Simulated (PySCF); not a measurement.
CH$_{5}$N$_{2}$S, charge +1, singlet, geometry from GFN2-xTB; MP2/STO-3G (PySCF).

Input for PySCF:
```python
from pyscf import gto, scf, mp

mol = gto.M(
    atom='''
N     1.13272355   -1.07190807   -0.25474547
C     0.11655556   -0.23660274   -0.05111200
N    -1.24763856   -0.93480136   -0.13643960
S     0.10764279    1.34012233    0.26005663
H     1.04219021   -2.05795163   -0.44565705
H     2.06805560   -0.69319618   -0.21595456
H    -1.95790376   -0.20395163    0.03487192
H    -1.35329073   -1.67200907    0.57652211
H    -1.41626422   -1.34826633   -1.06572110
''',
    basis='sto-3g',
    charge=1,
    verbose=4,
)

mf = scf.UHF(mol)
mf.kernel()

pt = mp.MP2(mf)
pt.kernel()
print('E(MP2) = %.10f' % pt.e_tot)
```

It wrote (shortened):

```
PySCF version 2.14.0

[INPUT] verbose = 4
[INPUT] num. atoms = 9
[INPUT] num. electrons = 40
[INPUT] charge = 1
[INPUT] spin (= nelec alpha-beta = 2S) = 0
[INPUT] symmetry False subgroup None
[INPUT] Mole.unit = angstrom
[INPUT] Symbol           X                Y                Z      unit          X                Y                Z       unit  Magmom
[INPUT]  1 N      1.132723550000  -1.071908070000  -0.254745470000 AA    2.140537284345  -2.025612683011  -0.481399169774 Bohr   0.0
[INPUT]  2 C      0.116555560000  -0.236602740000  -0.051112000000 AA    0.220258086695  -0.447114378922  -0.096587681679 Bohr   0.0
[INPUT]  3 N     -1.247638560000  -0.934801360000  -0.136439600000 AA   -2.357695180847  -1.766518551271  -0.257833476545 Bohr   0.0
[INPUT]  4 S      0.107642790000   1.340122330000   0.260056630000 AA    0.203415392384   2.532464177114   0.491435807577 Bohr   0.0
[INPUT]  5 H      1.042190210000  -2.057951630000  -0.445657050000 AA    1.969454066603  -3.888964958302  -0.842169769982 Bohr   0.0
[INPUT]  6 H      2.068055600000  -0.693196180000  -0.215954560000 AA    3.908058694373  -1.309950930795  -0.408094973751 Bohr   0.0
[INPUT]  7 H     -1.957903760000  -0.203951630000   0.034871920000 AA   -3.699901884656  -0.385412723359   0.065898378238 Bohr   0.0
[INPUT]  8 H     -1.353290730000  -1.672009070000   0.576522110000 AA   -2.557348846613  -3.159639220089   1.089468892656 Bohr   0.0
[INPUT]  9 H     -1.416264220000  -1.348266330000  -1.065721100000 AA   -2.676351495821  -2.547854106672  -2.013921004170 Bohr   0.0

nuclear repulsion = 165.978657776492
number of shells = 19
number of NR pGTOs = 87
number of NR cGTOs = 29
basis = sto-3g
ecp = {}

******** <class 'pyscf.scf.uhf.UHF'> ********
method = UHF
initial guess = minao
damping factor = 0
level_shift factor = 0
DIIS = <class 'pyscf.scf.diis.CDIIS'>
diis_start_cycle = 1
diis_space = 8
diis_damp = 0
SCF conv_tol = 1e-09
SCF conv_tol_grad = None
SCF max_cycles = 50
direct_scf = True
direct_scf_tol = 1e-13
number electrons alpha = 20  beta = 20
Set gradient conv threshold to 3.16228e-05
init E= -540.764852143113
cycle= 1 E= -540.623009158786  delta_E= 0.142  |g|= 0.357  |ddm|= 2.74
cycle= 2 E= -540.689943279292  delta_E= -0.0669  |g|= 0.289  |ddm|= 1.08
cycle= 3 E= -540.742190109373  delta_E= -0.0522  |g|= 0.0298  |ddm|= 0.451
cycle= 4 E= -540.743800379318  delta_E= -0.00161  |g|= 0.0136  |ddm|= 0.0977
cycle= 5 E= -540.744050946815  delta_E= -0.000251  |g|= 0.00558  |ddm|= 0.0347
cycle= 6 E= -540.744145057898  delta_E= -9.41e-05  |g|= 0.00304  |ddm|= 0.0281
cycle= 7 E= -540.744178677577  delta_E= -3.36e-05  |g|= 0.00284  |ddm|= 0.0116
cycle= 8 E= -540.74416419727  delta_E= 1.45e-05  |g|= 0.00269  |ddm|= 0.00485
cycle= 9 E= -540.744076131827  delta_E= 8.81e-05  |g|= 0.000705  |ddm|= 0.0568
cycle= 10 E= -540.74407583421  delta_E= 2.98e-07  |g|= 0.000134  |ddm|= 0.00563
cycle= 11 E= -540.744075834697  delta_E= -4.87e-10  |g|= 6.52e-05  |ddm|= 0.00083
cycle= 12 E= -540.744075839278  delta_E= -4.58e-09  |g|= 3.64e-05  |ddm|= 0.000212
cycle= 13 E= -540.744075842035  delta_E= -2.76e-09  |g|= 1.38e-05  |ddm|= 0.000161
cycle= 14 E= -540.744075842511  delta_E= -4.76e-10  |g|= 4.92e-06  |ddm|= 6.02e-05
Extra cycle  E= -540.74407584254  delta_E= -2.96e-11  |g|= 2.89e-06  |ddm|= 1.06e-05
converged SCF energy = -540.74407584254  <S^2> = 2.9131186e-10  2S+1 = 1

******** <class 'pyscf.mp.ump2.UMP2'> ********
nocc = (np.int64(20), np.int64(20)), nmo = (29, 29)
E(UMP2) = -540.96147312207  E_corr = -0.217397279529173
E(SCS-UMP2) = -540.970814074144  E_corr = -0.226738231603765
E_corr(same-spin) = -0.0393905813437415
E_corr(oppo-spin) = -0.178006698185431
E(MP2) = -540.9614731221
```
